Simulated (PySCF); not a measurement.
Electronic structure of Er⁵⁰⁺ (erbium, charge +50) at the UHF level

Configuration: [Ar], closed-shell 1S. Computed with PySCF 2.14 in an even-tempered Gaussian basis (17 s from 12 bohr⁻², ratio 2.5; 12 p from 15 bohr⁻², ratio 2.5; 4 d from 64 bohr⁻², ratio 2.7; 4 f from 97 bohr⁻², ratio 2.7), with scalar relativity by spin-free X2C-1e.

| Item | Value |
| --- | --- |
| Total energy | -10704.606277 hartree |
| One-electron energy | -11889.9739 hartree |
| Hartree (Coulomb) energy | 1347.0460 hartree |
| Exchange energy | -161.6783 hartree |
| ⟨S²⟩ | 0.0000 |
| ⟨L²⟩ | 0.000 |
| Sum of ⟨r⟩ | 2.311 bohr |
| Sum of ⟨r²⟩ | 0.4532 bohr² |

```
shell  electrons  mean orbital energy (hartree)  rms radius, mean of both spins (bohr)
   1s          2                    -2247.53753                                 0.0231
   2s          2                     -481.97565                                 0.0924
   2p          6                     -441.31956                                 0.0831
   3s          2                     -186.20221                                  0.224
   3p          6                     -173.31507                                  0.221
```

Spin-orbit coupling, which splits the p, d and f shells strongly at this Z, is absent.

Densities and radii are taken from the X2C orbitals without a picture-change correction, which distorts them close to the nucleus.

Spin-orbit constants ζ (cm⁻¹) from the X2C one-electron operator on these orbitals: bare nucleus, nucleus screened by l(l+1)(2l+1)/3 electrons, and screened by the Breit-Pauli mean field of the electrons.

```csv
shell,bare,screened nucleus,mean field
2p,4800000,4659000,4605000
3p,1198000,1163000,1151000
```
